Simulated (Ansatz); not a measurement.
BrH4InN2 (`[NH2][In]([NH2])[Br]`) from Hartree–Fock to CCSD(T)

```xyz
8

N     0.396   -1.809   -0.252
In    0.316    0.131    0.268
N    -1.259    1.374    0.139
Br    2.219    0.955    1.617
H     1.328   -2.198   -0.288
H    -0.109   -2.082   -1.083
H    -1.037    2.351    0.270
H    -1.855    1.277   -0.671
```

Total charge 0; spin multiplicity 1. Correlated methods include outer-core shells of Br, In, which these sets cover unevenly. Scalar relativity is left out up to krypton. In: def2 effective core potential. All single points use the PBE0-D4/def2-TZVP geometry. It is one conformer, not always the lowest. Frozen core, restricted reference, Ansatz 0.2.0.

| basis | HF (Eh) | MP2 corr. | CCSD corr. | (T) | CCSD(T) total |
| --- | --- | --- | --- | --- | --- |
| def2-SVP | ? | ? | -0.68950 | -0.01831 | ? |
| def2-TZVPP | -2872.98249 | -0.99356 | -1.00293 | ? | ? |
| def2-QZVPP | -2873.03910 | ? | – | – | – |

Fill in the withheld values. (Best estimate.)

Ansatz gave: def2-SVP HF (Eh): -2872.51344; def2-SVP MP2 corr.: -0.66521; def2-SVP CCSD(T) total: -2873.22125; def2-TZVPP (T): -0.03643; def2-TZVPP CCSD(T) total: -2874.02185; def2-QZVPP MP2 corr.: -1.53294.
